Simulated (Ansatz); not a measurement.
`[SiH3][SiH]1CC1` + `C[O][Zn][OH]` → `C[O][Zn][O][SiH3]` + `C1C[SiH2]1`  (cleavage of the Si–Si bond)

Gas-phase electronic energies from Ansatz, PBE0-D4/def2-TZVP geometries. CCSD(T)/CBS adds triple-zeta CCSD(T) − MP2 to the extrapolated MP2 energy (def2 sets, frozen cores). Functionals use def2-TZVPP. B3LYP here is the variant with VWN-RPA as its local correlation; programs differ in this. For Zn outer-core shells are correlated without core-valence functions, which leaves a few kJ/mol of doubt a bond. Scalar relativity is left out up to krypton. Each species was taken in one conformer, which may not be the lowest.

| level | ΔE (kJ/mol) | difference from CCSD(T)/CBS |
| --- | --- | --- |
| PBE-D4 | -66.2 | 30.3 |
| r2SCAN-D4 | -88.0 | 8.5 |
| PBE0-D4 | -78.4 | 18.1 |
| B3LYP-D4 | -94.6 | 1.9 |
| ωB97X-V | -96.1 | 0.4 |
| ωB97M-V | -99.5 | -3.0 |
| B2PLYP | -101.6 | -5.1 |
| PBE | -68.3 | 28.2 |
| r2SCAN | -88.7 | 7.8 |
| PBE0 | -80.4 | 16.1 |
| B3LYP | -97.9 | -1.4 |
| HF/def2-TZVPP | -133.5 | -37.0 |
| MP2/def2-TZVPP | -102.2 | -5.7 |
| SCS-MP2/def2-TZVPP | -109.1 | -12.6 |
| CCSD/def2-TZVPP | -103.3 | -6.8 |
| CCSD(T)/def2-TZVPP | -97.9 | -1.4 |
| HF/def2-QZVPP | -135.6 | -39.1 |
| MP2/def2-QZVPP | -102.2 | -5.7 |
| SCS-MP2/def2-QZVPP | -109.0 | -12.5 |
| HF/CBS(def2) | -135.9 | -39.4 |
| MP2/CBS(def2) | -100.9 | -4.4 |
| CCSD/CBS(def2) | -102.0 | -5.5 |
| CCSD(T)/CBS | -96.5 | 0 |

Largest T1 diagnostic among the species: 0.017.

The D4 term adds +3.3 kJ/mol with B3LYP and +2.0 kJ/mol with PBE0; it sums over pairs of atoms, weighted by their polarisabilities, and B3LYP, whose exchange is more repulsive, gets the larger term. From PBE to PBE0 (25 % exact exchange), in def2-TZVPP and without D4, ΔE moves by −12.1 kJ/mol. In def2-TZVPP, CCSD(T) changes the Hartree–Fock value by +35.7 kJ/mol (the triples alone add +5.5 kJ/mol) and MP2 by +31.3 kJ/mol.
